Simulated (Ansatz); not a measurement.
`[Au][S]CCCCc1ccc(-c2ccc(-c3cccs3)s2)s1`. The state is a singlet with charge 0. Geometry r2SCAN-D4/def2-SVP, basis def2-TZVP, Ansatz.

```xyz
36

Au    0.9878    8.5313   -0.2665
S     1.7274    7.1536   -1.8938
C     1.2381    5.4980   -1.2927
C     1.9027    5.0562    0.0061
C     1.5873    3.6119    0.4010
C     0.1196    3.3798    0.7949
C    -0.1727    1.9785    1.2268
C    -0.4633    1.5010    2.4888
C    -0.6624    0.0980    2.5378
C    -0.5145   -0.5196    1.3040
C    -0.6411   -1.9207    0.9849
C    -0.7382   -2.9961    1.8594
C    -0.8602   -4.2416    1.2073
C    -0.8567   -4.1469   -0.1785
C    -0.9531   -5.1918   -1.1670
C    -0.9316   -5.0938   -2.5518
C    -1.0501   -6.3481   -3.2042
C    -1.1649   -7.3984   -2.3223
S    -1.1259   -6.8607   -0.6848
S    -0.7122   -2.4782   -0.6668
S    -0.1245    0.6677    0.0843
H     1.5558    4.8416   -2.1266
H     0.1391    5.4358   -1.2435
H     2.9938    5.1839   -0.0966
H     1.5903    5.7453    0.8152
H     1.8562    2.9292   -0.4261
H     2.2273    3.3196    1.2512
H    -0.5432    3.6549   -0.0452
H    -0.1460    4.0518    1.6294
H    -0.5425    2.1578    3.3584
H    -0.9243   -0.4498    3.4450
H    -0.7043   -2.8785    2.9439
H    -0.9411   -5.1974    1.7300
H    -0.8304   -4.1390   -3.0728
H    -1.0523   -6.4743   -4.2886
H    -1.2696   -8.4610   -2.5407
```

| run | HOMO (eV) | LUMO (eV) |
| --- | --- | --- |
| A | -4.77 | -3.66 |
| B | -5.43 | -3.01 |
| C | -6.47 | -2.16 |
| D | -7.33 | -1.12 |
| E | -5.24 | -3.29 |
| F | -4.66 | -3.83 |

In the def2 sets Au takes a core potential; there is no spin–orbit coupling. B3LYP takes the VWN-RPA correlation. Single mean-field runs in def2-TZVP are fitted with def2-universal-jkfit.

Q: The runs used B3LYP, CAM-B3LYP, PBE, PBE0, r2SCAN, ωB97X-V. Estimate which is which.

A: A r2SCAN (0 % exact exchange); B PBE0 (25 % exact exchange); C CAM-B3LYP (range-separated); D ωB97X-V (range-separated); E B3LYP (20 % exact exchange); F PBE (0 % exact exchange). Exact exchange lowers occupied and raises empty levels; among semilocal functionals meta-GGAs tend to open the gap a little, and such runs are hard to tell apart. The gap grows from 0.82 eV (PBE) to 6.21 eV (ωB97X-V). The restricted singlet is unstable towards broken spin symmetry in Hartree–Fock (as tested in another run); at r2SCAN-D4/def2-TZVP, PBE0-D4/def2-TZVP, CAM-B3LYP-D4/def2-TZVP, ωB97X-V/def2-TZVP and others this wasn't settled.
